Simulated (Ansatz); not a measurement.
Cost and result up the ladder for (KNH2)4 cube (K4N4H8) (16 atoms). The state is a singlet with charge 0. Geometry: PBE0-D4/def2-SVP.

```xyz
16

K    -2.201    0.300    0.033
K     0.792    1.882   -0.875
K     0.909   -1.601   -1.243
K     0.499   -0.581    2.085
N    -0.562    1.865    1.497
N    -0.799    0.243   -2.310
N    -1.081   -2.137    0.549
N     2.442    0.028    0.265
H     0.241    2.320    1.955
H    -1.326    2.430    1.891
H    -0.781    0.835   -3.151
H    -1.403   -0.519   -2.649
H    -1.645   -2.551   -0.207
H    -1.219   -2.850    1.277
H     3.326   -0.416   -0.017
H     2.808    0.751    0.902
```

Ansatz on 4 threads of Intel Xeon 6975P-C on a shared host. Times are rough, and most runs start from the orbitals of an earlier one. r2SCAN0-D4/def2-TZVP serves as the yardstick here, not as an exact answer. Differences are given only for rows in sets of like size (and for xTB, whose basis is part of the method), since another set adds its own error. Binding counts from free atoms at the same level (K doublet, N quartet, H doublet; other spins of the atoms weren't run), without zero-point energy or a counterpoise term.

Correlated methods freeze 24 core orbitals; core or outer-core shells of K are correlated, in sets that lack core-valence functions.

Correlated methods converge slowly with the basis.

```json
{"level": "BLYP-D4/def2-TZVP", "functions": "304", "binding energy per atom (eV)": "2.92", "difference from r2SCAN0-D4/def2-TZVP (eV)": "0.14"}
{"level": "PBE0-D4/def2-TZVP", "functions": "304", "binding energy per atom (eV)": "2.83", "difference from r2SCAN0-D4/def2-TZVP (eV)": "0.06"}
{"level": "HF/STO-3G", "functions": "80", "binding energy per atom (eV)": "1.80", "difference from r2SCAN0-D4/def2-TZVP (eV)": "–"}
{"level": "r2SCAN0-D4/def2-TZVP", "functions": "304", "binding energy per atom (eV)": "2.78", "difference from r2SCAN0-D4/def2-TZVP (eV)": "0.00"}
{"level": "PBE0-D4/def2-SVP", "functions": "192", "binding energy per atom (eV)": "2.83", "difference from r2SCAN0-D4/def2-TZVP (eV)": "–"}
{"level": "r2SCAN-D4/def2-TZVP", "functions": "304", "binding energy per atom (eV)": "2.85", "difference from r2SCAN0-D4/def2-TZVP (eV)": "0.07"}
{"level": "MP2/def2-TZVP", "functions": "304", "binding energy per atom (eV)": "2.74", "difference from r2SCAN0-D4/def2-TZVP (eV)": "-0.04"}
{"level": "PBE-D4/def2-SVP", "functions": "192", "binding energy per atom (eV)": "2.92", "difference from r2SCAN0-D4/def2-TZVP (eV)": "–"}
{"level": "PBE-D4/def2-TZVP (with forces)", "functions": "304", "binding energy per atom (eV)": "2.93", "difference from r2SCAN0-D4/def2-TZVP (eV)": "0.15"}
```

Task: Estimate how long each takes.

Result: HF/STO-3G 0.5 s; PBE-D4/def2-SVP 2.3 s; PBE0-D4/def2-SVP 3.6 s; BLYP-D4/def2-TZVP 4.1 s; PBE-D4/def2-TZVP (with forces) 4.3 s; r2SCAN-D4/def2-TZVP 7 s; MP2/def2-TZVP 7.5 s; PBE0-D4/def2-TZVP 8.5 s; r2SCAN0-D4/def2-TZVP 9.5 s. On shared hardware such times vary by a factor of up to 3.
